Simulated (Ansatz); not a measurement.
Start from `C[O][Al]([F])[Br]` and change one atom or group to get `[F][Al]([F])[Br]`.

Ansatz, PBE0-D4/def2-TZVP geometries, multiplicity 1. Each molecule was computed in one conformer, which needn't be the lowest.

Scalar relativity is left out up to krypton.

```csv
property,`C[O][Al]([F])[Br]`
HOMO energy (PBE0/def2-TZVPP) / eV,-8.67
size of the dipole moment (B3LYP/def2-TZVPP) / D,2.04
"ideal-gas entropy at 298 K and 1 bar (rigid rotor, harmonic PBE0-D4/def2-TZVP) / J/(mol·K)",369
HOMO–LUMO gap (PBE/def2-TZVPP) / eV,5.27
HOMO energy (B3LYP/def2-TZVPP) / eV,-8.42
zero-point energy (PBE0-D4/def2-TZVP) / kJ/mol,121.3
```

(1) Give the same properties after the change, and the shifts. (Best estimate.)

Answers

(1) Ansatz gave: 
```tsv
property	`[F][Al]([F])[Br]`	shift
HOMO energy (PBE0/def2-TZVPP) / eV	-9.25	-0.58
size of the dipole moment (B3LYP/def2-TZVPP) / D	0.67	-1.37
ideal-gas entropy at 298 K and 1 bar (rigid rotor, harmonic PBE0-D4/def2-TZVP) / J/(mol·K)	311	-58
HOMO–LUMO gap (PBE/def2-TZVPP) / eV	5.57	0.30
HOMO energy (B3LYP/def2-TZVPP) / eV	-8.96	-0.54
zero-point energy (PBE0-D4/def2-TZVP) / kJ/mol	16.8	-104.5
```

With PBE0 the HOMO falls by 0.58 eV and the LUMO falls by 0.47 eV, so the gap widens by about 0.11 eV. PBE moves the HOMO by -0.77 eV and ωB97M-V by -0.46 eV. The zero-point energy changes by -104.5 kJ/mol with -12 modes. Dipoles are sizes alone; their direction can turn.

B3LYP here is the variant with VWN-RPA as its local correlation; programs differ in this.

Spin–orbit coupling is left out; it splits and shifts lone-pair levels of the heavy atoms by tenths of an eV.
